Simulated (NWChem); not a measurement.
Total energies of HOSi

```xyz
3

O      0.4801     0.9207     0.0000
Si    -0.3079    -0.4027     0.0000
H      0.4697    -1.7274     0.0000
```
Charge 0, spin multiplicity 2.

The numbers come from NWChem runs, not from measurements. Structure: optimised with UPBE0/def2-SVP, a minimum by its harmonic frequencies.

Basis set: cc-pVDZ (37 functions).

```json
[
 {"method": "UHF", "total energy (Ha)": "-364.31557"},
 {"method": "UMP2", "total energy (Ha)": "-364.58986"},
 {"method": "UB2PLYP", "total energy (Ha)": "-365.07323"},
 {"method": "UPBE", "total energy (Ha)": "-365.03508"},
 {"method": "UB3LYP", "total energy (Ha)": "-365.27768"},
 {"method": "UCAM-B3LYP", "total energy (Ha)": "-365.23441"}
]
```

Total energies of different functionals aren't comparable as a measure of quality: only differences taken within one method are. 

The correlated methods keep 6 core orbitals frozen. B3LYP has NWChem's definition, with VWN1-RPA local correlation. The structure started from a generated list of species. The unpaired electrons of the parent sit in orbitals of symmetry a' (Cs labels of the run); other states weren't searched. The stability of the SCF solutions was not checked. Open-shell Hartree-Fock references start from PBE0 orbitals.
